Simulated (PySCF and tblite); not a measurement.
The numbers below are computed, except where a source is named.
**Barrier and rate of a rearrangement**

System: C₅H₁₁B, numbered as in [CH2:1]=[CH:2][CH2:3][B:4]([CH3:5])[CH3:6].

Motion: shift of B4 from C3 to C1. The path came from a restrained scan, a climbing-image band and a saddle search at GFN2-xTB; energies are revPBE/pcSseg-1 + D3(BJ)//PBE0-D3(BJ)/def2-SVP, thermal terms GFN2-xTB. Rates follow Eyring's equation with the number of equivalent paths and no tunnelling. Shieldings: GIAO at the same DFT level; methyl-like tops are averaged, other torsions stay as in the two minima; line shapes leave out couplings. (PySCF 2.14 with density fitting, tblite 0.8.)

```json
{"point": "start", "symmetry": "C1", "E(GFN2) kcal/mol": "0.0", "E(DFT) kcal/mol": "0.0", "ZPE change kcal/mol": "0.00", "lowest mode cm⁻¹": "25", "dipole D": "0.42"}
{"point": "saddle", "symmetry": "Cs", "E(GFN2) kcal/mol": "11.5", "E(DFT) kcal/mol": "10.5", "ZPE change kcal/mol": "0.92", "lowest mode cm⁻¹": "66i", "dipole D": "1.26"}
{"point": "end", "symmetry": "C1", "E(GFN2) kcal/mol": "0.0", "E(DFT) kcal/mol": "0.0", "ZPE change kcal/mol": "-0.02", "lowest mode cm⁻¹": "18", "dipole D": "0.42"}
```

```
Electronic barrier                                      : 10.5 kcal/mol
Barrier with zero-point energy                          : 11.4 kcal/mol
ΔH‡ (298 K)                                             : 10.3 kcal/mol
ΔS‡ (298 K, symmetry apart)                             : -9.8 cal/(mol K)
Paths                                                   : 1 equivalent path
End point                                               : the same structure with atoms interchanged, or its mirror image
Mean lifetime of the start against this motion at 298 K : 790 µs
Cost                                                    : 6.6 min on 1 thread of Arm Neoverse V1 (shared host) (rough), peak memory 0.63 GiB, launched as `OMP_NUM_THREADS=1 python ens_run.py task.json out`
```

```tsv
T/K	ΔG‡ kcal/mol	k s⁻¹
150	12.2	5.4×10⁻⁶
200	12.5	0.084
250	12.9	29
298	13.2	1260
350	13.6	2.4×10⁴
400	13.9	2×10⁵
500	14.7	4.1×10⁶
```

ΔG and ΔG‡ leave out symmetry numbers and mirror images; rates count paths: 1 out.

Sites that the motion interchanges:

| nucleus | site | ppm | scale |
| --- | --- | --- | --- |
| ¹³C | C1 | 58.6 | shielding σ |
| ¹³C | C3 | 137.2 | shielding σ |
| ¹H | H on C1 [second of two] | 26.04 | shielding σ |
| ¹H | H on C3 [first of two] | 29.02 | shielding σ |
| ¹H | H on C1 [first of two] | 26.06 | shielding σ |
| ¹H | H on C3 [second of two] | 28.87 | shielding σ |

| nucleus | sites | ¹H MHz | spread Hz | coalescence K | k there s⁻¹ |
| --- | --- | --- | --- | --- | --- |
| ¹³C | C1 / C3 | 90 | 1778 | 316 | 3950 |
| ¹³C | C1 / C3 | 250 | 4940 | 335 | 1.1×10⁴ |
| ¹³C | C1 / C3 | 700 | 13831 | 355 | 3.1×10⁴ |
| ¹H | H on C1 [second of two] / H on C3 [first of two] | 90 | 268 | 287 | 599 |
| ¹H | H on C1 [second of two] / H on C3 [first of two] | 250 | 745 | 302 | 1660 |
| ¹H | H on C1 [second of two] / H on C3 [first of two] | 700 | 2086 | 319 | 4630 |
| ¹H | H on C1 [first of two] / H on C3 [second of two] | 90 | 253 | 286 | 562 |
| ¹H | H on C1 [first of two] / H on C3 [second of two] | 250 | 702 | 301 | 1560 |
| ¹H | H on C1 [first of two] / H on C3 [second of two] | 700 | 1965 | 318 | 4360 |

The start is the conformer from which the shift leaves, not the lowest one.
